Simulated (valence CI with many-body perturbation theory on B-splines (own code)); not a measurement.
Values are calculated unless marked as measured or tabulated.
**Ga XVI: what each term of the Hamiltonian does**

Level of theory: valence CI with perturbative core correlation (CI+MBPT): six valence electrons over a frozen Dirac-Fock core [Ne], radial functions for each j: 9 s, 9 p, 8 d, 6 f, 3 g, 1 h, with the one-electron correlation potential Σ1, the two-electron term Σ2, the three-electron term Σ3, Breit, model QED; selected CI, second order for the rest, scaled by the run's own slope (own B-spline code, finite nucleus).

No measured levels were compared; by estimate levels of excited configurations hold to 0.05 to 0.15 % of their energy, terms of the ground configuration to about 0.5 %. Among the levels kept, up to 1400 cm⁻¹ of a level comes from second order outside the variational space, and about a tenth of that is noise between levels of different J, which matters for small intervals.

Each rung adds one term. CI alone is the Dirac-Coulomb CI over the frozen core; QED comes last and gives the full result, which names the levels. Energies are above 3s2 3p4 3P_2 on the same rung, in cm⁻¹.

Names give the largest LS component (configuration and term), which can be under half, so a name can repeat, a term be missing and a line seem to break the LS rules; names also repeat where a configuration has a term twice. Letters in brackets count levels of one name in rising energy.

```tsv
Level	CI alone
3s2 3p4 3P_0	30303
3s2 3p4 3P_1	35178
3s2 3p4 1D_2	66710
3s2 3p4 1S_0	133778
3s 3p5 3P°_2	406654
3s 3p5 3P°_1	429268
3s 3p5 3P°_0	446687
3s 3p5 1P°_1	520136
3s2 3p3 3d 5D°_0	543384
3s2 3p3 3d 5D°_2	544066
3s2 3p3 3d 5D°_3	544592
3s2 3p3 3d 5D°_1	544367
3s2 3p3 3d 5D°_4	548944
3s2 3p3 3d 3D°_2 [a]	571946
3s2 3p3 3d 3D°_3 [a]	585832
3s2 3p3 3d 3D°_1 [a]	589395
```

**Question.** What do these energies become with core correlation, Breit and QED?

**Answer.** 3s2 3p4 3P_0 30035 (-268); 3s2 3p4 3P_1 34803 (-375); 3s2 3p4 1D_2 65856 (-854); 3s2 3p4 1S_0 132303 (-1475); 3s 3p5 3P°_2 405383 (-1271); 3s 3p5 3P°_1 427753 (-1515); 3s 3p5 3P°_0 445096 (-1590); 3s 3p5 1P°_1 517029 (-3107); 3s2 3p3 3d 5D°_0 540329 (-3054); 3s2 3p3 3d 5D°_2 540808 (-3258); 3s2 3p3 3d 5D°_3 541135 (-3457); 3s2 3p3 3d 5D°_1 541211 (-3156); 3s2 3p3 3d 5D°_4 545228 (-3716); 3s2 3p3 3d 3D°_2 [a] 568260 (-3686); 3s2 3p3 3d 3D°_3 [a] 581833 (-3999); 3s2 3p3 3d 3D°_1 [a] 585483 (-3912).

**Question.** How does the ionisation energy move along the ladder, and which term matters most?

**Answer.** CI alone 548.90, + Σ1 549.54, + Σ2 549.55, + Σ3 549.22, + Breit 548.99, + QED 549.01 eV. The largest step is Σ1, 0.64 eV. NIST lists 548.3 ± 0.7 eV (semi-empirical).
